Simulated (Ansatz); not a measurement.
Compare A (`F[SiH2][SiH](F)F`) with its isomer B (`F[Si](F)(F)[SiH3]`).

Program: Ansatz. Geometries: PBE0-D4/def2-TZVP. ΔE: electronic, gas phase. CBS: MP2 limit from def2 TZ/QZ plus the TZ coupled-cluster correction, frozen cores. DFT in def2-TZVPP. B3LYP here is the variant with VWN-RPA as its local correlation; programs differ in this. Each species was taken in one conformer, which may not be the lowest.

Question: Which is lower in electronic energy at CCSD(T)/CBS, and by how much? (An estimate is asked.)

Answer: Computed: B, by 48.5 kJ/mol.

Question: Give E(B) − E(A) in kJ/mol with CCSD/def2-TZVPP, CCSD(T)/def2-SVP, B3LYP, PBE-D4, B2PLYP, LDA (SPW92), HF/def2-TZVPP. (Estimate.)

Answer: The calculation gave: CCSD/def2-TZVPP -49.6, CCSD(T)/def2-SVP -50.5, B3LYP -44.4, PBE-D4 -48.4, B2PLYP -46.3, LDA (SPW92) -55.3, HF/def2-TZVPP -43.5. None reverses the order clearly.

Question: Does the order hold for the free energy at 298.15 K (harmonic terms from PBE0-D4)? (An estimate is asked.)

Answer: Computed: Yes: G(B) − G(A) = -46.0 kJ/mol, for one conformer each. Modes under 60 cm⁻¹, often nearly free rotors, make the harmonic entropy too high.

Largest T1 diagnostic: 0.013.

Leaving LDA and LC-ωPBE aside and taking each functional with its dispersion term where it has one, the values, not all of them listed here, spread over 7.7 kJ/mol, from r2SCAN0-D4 to BLYP-D4. LDA lies −7.8 kJ/mol from PBE without D4. In def2-TZVPP, CCSD(T) changes the Hartree–Fock value by −7.0 kJ/mol (the triples alone add −0.9 kJ/mol) and MP2 by −5.3 kJ/mol.
